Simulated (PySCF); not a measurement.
## Peak assignment

Geometry:
```csv
atom,x (Å),y (Å),z (Å)
F1,0.010,0.869,-2.311
C2,0.024,0.399,-1.027
C3,-1.293,0.648,-0.290
C4,-1.211,-0.356,0.885
C5,0.145,-1.051,0.660
C6,1.270,-0.046,0.973
C7,1.185,0.957,-0.203
C8,0.207,-1.112,-0.869
H9,-2.131,0.428,-0.969
H10,-1.391,1.696,0.029
H11,-2.032,-1.087,0.841
H12,-1.266,0.130,1.871
H13,0.246,-2.007,1.192
H14,1.134,0.430,1.955
H15,2.247,-0.552,0.993
H16,2.096,0.955,-0.820
H17,1.001,1.995,0.112
H18,1.171,-1.467,-1.265
H19,-0.611,-1.689,-1.328
```

- J: B3LYP/pcJ-1 (spin–dipole term only in couplings to heteroatoms)
- NMR shieldings at KT3/pcSseg-1/GIAO
- coordinates at the PBE0-D3(BJ)/def2-SVP level
- code: PySCF 2.14
- no relativistic terms, isolated molecule, one computed conformer, rapidly exchanging positions averaged

Scale: TMS for $^{13}$C, $^{1}$H (reference shieldings calculated alike).

**Question.** Assign these signals to the numbered atoms. $^{13}$C{$^{1}$H} NMR (computed): δ 101.0 (C, d, J = 265.8 Hz), 41.3 (CH2, d, J = 16.2 Hz), 36.8 (CH, d, J = 5.0 Hz), 35.0 (CH2, d, J = 18.8 Hz), 33.2 (CH2, d, J = 6.5 Hz).

**Answer.** 
| δ (ppm) | atoms | environment | reason |
| --- | --- | --- | --- |
| 101.0 | C2 | fully substituted sp3 carbon bonded to F | the inductive effect lowers its shielding |
| 41.3 | C8 | sp3 CH2 in a ring | saturated and bonded to C and H only |
| 36.8 | C5 | sp3 CH in a ring | saturated and bonded to C and H only |
| 35.0 | C3/C7 | sp3 CH2 in a ring | saturated and bonded to C and H only |
| 33.2 | C4/C6 | sp3 CH2 in a ring | – |

C5 and C3/C7; C3/C7 and C4/C6 lie closer than the usual error of such a calculation, so a measured spectrum could show them in the other order.

**Question.** Assign these signals to the numbered atoms. $^{1}$H NMR (400 MHz, computed): δ 1.85 (m, 2H), 1.81 (m, 1H), 1.76 (m, 2H), 1.43 (m, 2H), 1.39 (m, 2H), 1.33 (m, 2H).

**Answer.** 
| δ (ppm) | atoms | environment | reason |
| --- | --- | --- | --- |
| 1.85 | H11/H15 | hydrogen on an sp3 CH2 in a ring | far from electronegative atoms and π systems |
| 1.81 | H13 | hydrogen on an sp3 CH in a ring | far from electronegative atoms and π systems |
| 1.76 | H9/H16 | hydrogen on an sp3 CH2 in a ring | – |
| 1.43 | H10/H17 | hydrogen on an sp3 CH2 in a ring | – |
| 1.39 | H12/H14 | hydrogen on an sp3 CH2 in a ring | far from electronegative atoms and π systems |
| 1.33 | H18/H19 | hydrogen on an sp3 CH2 in a ring | – |

H11/H15 and H13; H13 and H9/H16; H10/H17 and H12/H14; H12/H14 and H18/H19 lie closer than the usual error of such a calculation, so a measured spectrum could show them in the other order.

Common functionals overestimate the size of one-bond C–F couplings by tens of Hz; these are unscaled. Splittings below 1 Hz are ignored in the labels, and close J values are merged. Couplings among chemically equivalent protons are left out too, so labels in AA′BB′ or AA′XX′ sets are apparent multiplicities. Unscaled 3J(H,H) at this level run about 10 % above measured values. Shifts are as computed, not scaled to solution data. Of 1211 compounds with measured shifts, 218 miss one by over three times the rms of a fit or turn the order of signals round; such compounds aren't used in these exercises.
